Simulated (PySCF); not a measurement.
Correlation energy of Bi⁺ (bismuth, charge +1)

[Xe] 4f14 5d10 6s1 6p3, high-spin 5S determinant (an excited configuration). Calculation: PySCF 2.14, in aug-cc-pV5Z-PP with ECP60MDF; scalar relativity through the core potential. Frozen: 5s2 5p6 5d10; 4 electrons correlated.

MP2 pair energies summed by pair of shells (mhartree):

| pair | energy | share (%) |
| --- | --- | --- |
| 6p-6p | -11.78 | 77.6 |
| 6s-6p | -3.41 | 22.4 |

Total MP2 correlation energy: -15.19 mhartree.

Same-spin part -15.19 and opposite-spin part 0.00 mhartree; SCS-MP2 scales them by 1/3 and 6/5 to -5.06 mhartree.

Spin-orbit coupling is strong in this species, so the high-spin LS determinant is a model state.
